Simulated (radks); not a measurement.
Results of a calculation; reference values are marked as such.
Task: The silicon ion Si3+, [Ne] 3s1. Level of theory: non-relativistic Kohn-Sham, r2SCAN, spin-polarised, spherical densities, point nucleus; meta-GGA in the generalised Kohn-Sham scheme (a radial shooting solver on a logarithmic mesh with Libxc functionals). Every spin shell is full or empty, so the densities are truly spherical. Functionals are evaluated on that one density, not self-consistently. Rank these orbital-free kinetic functionals by their error against the exact value of the orbitals, and give that value: Thomas-Fermi, von Weizsacker, TF + vW, TF + vW/9, TF + vW/5, LC94, APBEK, Perdew 92, Thakkar, Pearson, LKT, PG1, DePristo-Kress, Ernzerhof.

Result: Exact: 286.874 hartree. From best to worst, with 100 (|E| - |E exact|)/|E exact| (equal figures are ties): Thakkar +0.08, DePristo-Kress +0.15, LC94 +0.24, Ernzerhof +0.36, APBEK +0.36, Perdew 92 -0.39, TF + vW/9 -0.40, Pearson -1.67, TF + vW/5 +5.28, Thomas-Fermi -7.50, PG1 +26.79, LKT +32.82, von Weizsacker -36.10, TF + vW +56.39.
